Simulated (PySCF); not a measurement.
C2H9NOSi2, SMILES [SiH3]/N=C\CO[SiH3]. Atoms are numbered in the order given.

```xyz
15

Si    -2.6859    -0.1715     0.9372
N     -1.7036     0.6937    -0.2181
C     -0.5832     0.4624    -0.7589
C      0.3051    -0.7533    -0.5736
O      1.6425    -0.4890    -0.9258
Si     2.7149     0.3069     0.0825
H     -2.0767    -1.3935     1.5672
H     -3.9259    -0.5881     0.2213
H     -3.0359     0.7870     2.0226
H     -0.1647     1.1890    -1.4917
H      0.2102    -1.1450     0.4598
H     -0.0691    -1.5485    -1.2475
H      2.2636     1.7055     0.3615
H      2.8264    -0.4183     1.3865
H      4.0191     0.3186    -0.6272
```
Charge 0, spin multiplicity 1.

Coordinates come from a r2SCAN-D4/def2-SVP optimisation. The structure was generated by enumeration; whether it is a known compound was not checked. The values are those of a single conformer.

Two levels are set side by side: PBE/pcSseg-1 (PySCF) and KT2/pcSseg-1 (PySCF). GIAO shifts against H2O (¹⁷O), NH3 (¹⁵N), TMS (²⁹Si), TMS (¹H), TMS (¹³C) at the same level; non-relativistic, no solvent, atoms listed together averaged. Differences are taken from unrounded values.

| quantity | KT2 | PBE | PBE minus KT2 |
|---|---|---|---|
| δ(²⁹Si) of Si1 (ppm) | -69.8 | -72.7 | -2.9 |
| δ(¹⁵N) of N2 (ppm) | 346.7 | 375.5 | 28.8 |
| δ(¹³C) of C3 (ppm) | 180.6 | 192.0 | 11.4 |
| δ(¹³C) of C4 (ppm) | 75.2 | 77.1 | 1.9 |
| δ(¹⁷O) of O5 (ppm) | 14.1 | 19.5 | 5.4 |
| δ(²⁹Si) of Si6 (ppm) | -26.1 | -28.9 | -2.9 |
| δ(¹H) of H10 (ppm) | 9.01 | 9.30 | 0.29 |
| δ(¹H) of H11, H12 (ppm) | 4.50 | 4.57 | 0.06 |

Rough cost on one machine, each run with all the roots and properties that it gave: KT2 against PBE within a factor of 2.
